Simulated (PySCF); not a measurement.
NICS in isomers of C9H11OP.

Definitions: NICS(0) = −σiso at the ring centroid; NICS(1) = −σiso and NICS(1)zz = −σzz at ±1 Å along the ring normal z. Level: GIAO PBE0/pcSseg-1 (PySCF, non-relativistic, gas phase) on the GFN2-xTB geometries, one conformer each. Atom numbers follow the mapped SMILES.

Task: Order these rings by mean NICS(1)zz, lowest (most negative) first (ppm).
A. ring C6–C7–C8–C9–C10–C11 in `[CH2:1]=[CH:2][P@:3]([CH3:4])(=[O:5])[c:6]1[cH:7][cH:8][cH:9][cH:10][cH:11]1`
B. ring C3–C4–C5–P6–C10–C11 in `[CH2:1]=[CH:2][CH:3]1[CH:4]=[CH:5][P:6]([C:7]([CH3:8])=[O:9])[CH:10]=[CH:11]1`
C. ring C6–C7–C8–C9–C10–C11 in `[OH:1][CH2:2][P:3]1[CH2:4][CH2:5][c:6]2[cH:7][cH:8][cH:9][cH:10][c:11]21`
D. ring C7–C8–C9–C10–O11 in `[CH3:1][C:2]#[C:3][P:4]([CH2:5][CH3:6])[c:7]1[cH:8][cH:9][cH:10][o:11]1`

Result: A (-28.9), C (-27.4), D (-25.8), B (-4.6).

```json
{"SMILES": "C=C[P@](C)(=O)c1ccccc1", "ring": "6-membered carbocycle; formal bonds all aromatic", "NICS(0)": "-8.5", "NICS(1)": "-11.6", "NICS(1)zz": "-28.9", "HOMA": "1.00", "rms pucker (Å)": "0.00", "ring atoms with four or more neighbours": "0"}
{"SMILES": "OCP1CCc2ccccc21", "ring": "6-membered carbocycle; formal bonds all aromatic", "NICS(0)": "-8.1", "NICS(1)": "-11.2", "NICS(1)zz": "-27.4", "HOMA": "1.00", "rms pucker (Å)": "0.00", "ring atoms with four or more neighbours": "0"}
{"SMILES": "CC#CP(CC)c1ccco1", "ring": "5-membered ring with O; formal bonds all aromatic", "NICS(0)": "-11.4", "NICS(1)": "-10.2", "NICS(1)zz": "-25.8", "HOMA": "0.48", "rms pucker (Å)": "0.00", "ring atoms with four or more neighbours": "0"}
{"SMILES": "C=CC1C=CP(C(C)=O)C=C1", "ring": "6-membered ring with P; formal bonds 2 double, 4 single", "NICS(0)": "-2.5", "NICS(1)": "-3.5", "NICS(1)zz": "-4.6", "HOMA": "–", "rms pucker (Å)": "0.23", "ring atoms with four or more neighbours": "1"}
```

NICS(0) gives another order. The isotropic NICS(1) gives the same order. HOMA uses Krygowski's 1993 parameters; it is left out where a ring has a four-coordinate atom, a triple bond, no multiple bond or a kind of bond without parameters. NICS(1) and NICS(1)zz are means over the two faces.
